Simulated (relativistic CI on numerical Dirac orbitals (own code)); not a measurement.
**Hyperfine structure of Sn XLVIII, mass number 115**

Method of calculation: Dirac-Coulomb-Breit CI, orbitals from a KLI potential per configuration, model QED (radiative potential, 1s self-energy scaled to tabulated hydrogen-like ionisation energies), unscaled Slater integrals (own radial code, finite nucleus).

Configurations in the expansion (outside the closed core 1s2): 2s, 2p, 3s, 3p, 3d, 4s, 4p, 4d, 4f, 5s, 5p, 5d, 5f, 5g. Levels of other configurations are missing.

Nuclear spin I = 1/2, μ = -0.9174 μN (tables of Stone and Pyykkö). The electronic factors are computed for point nuclear moments, without core polarisation or the Bohr-Weisskopf and QED corrections.

```json
{"Level": "2s ²S1/2", "E (eV)": "0.00", "A (GHz)": "-9131"}
{"Level": "2p ²P°1/2", "E (eV)": "108.09", "A (GHz)": "-2925"}
{"Level": "2p ²P°3/2", "E (eV)": "374.94", "A (GHz)": "-461"}
{"Level": "3s ²S1/2", "E (eV)": "4667.93", "A (GHz)": "-2704"}
{"Level": "3p ²P°1/2", "E (eV)": "4697.78", "A (GHz)": "-886.7"}
{"Level": "3p ²P°3/2", "E (eV)": "4777.02", "A (GHz)": "-140.1"}
{"Level": "3d ²D3/2", "E (eV)": "4786.77", "A (GHz)": "-80.73"}
{"Level": "3d ²D5/2", "E (eV)": "4811.07", "A (GHz)": "-33.39"}
```

Levels with J = 0, under 50 % of one LS term, or S terms without an open s electron are left out. Small factors come from cancelling terms and can be off by tens of per cent or more.

At this charge energies of transitions that change n are usually good to better than 1 %, and those within a shell (Δn = 0) to a few per cent.

(1) Give the hyperfine levels of 2s ²S1/2 relative to its centre of gravity.

## Answers

(1) With K = F(F + 1) − I(I + 1) − J(J + 1), E = AK/2: F = 0: 6849, F = 1: -2283 GHz.
